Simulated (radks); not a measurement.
Problem. The bromine ion Br2+, 33 electrons, occupied as [Ar] 3d10 4s2 4p3. Calculated with a radial shooting solver on a logarithmic mesh with Libxc functionals: Dirac Kohn-Sham, PBE, spin-unpolarised, spherical densities, point nucleus; open shells fill j = l - 1/2 first. Some entries of the table are withheld. Estimate them.

orbital  occ.  eigenvalue (hartree)  <1/r> (bohr^-1)
1s1/2       2             -490.1569            35.66
2s1/2       2                   (1)              (2)
2p1/2       2             -58.21276            7.923
2p3/2       4             -56.46687            7.663
3s1/2       2              -9.62549            2.606
3p1/2       2                   (3)            2.489
3p3/2       4                   (4)            2.426
3d3/2       4              -3.35296            2.165
3d5/2       6              -3.31297            2.149
4s1/2       2              -1.53367           0.8356
4p1/2       2              -1.05022           0.7156
4p3/2       1              -1.02646           0.7021

Solution. 
(1) 2s1/2 eigenvalue (hartree): -64.54632
(2) 2s1/2 <1/r> (bohr^-1): 7.956
(3) 3p1/2 eigenvalue (hartree): -7.42306
(4) 3p3/2 eigenvalue (hartree): -7.17172
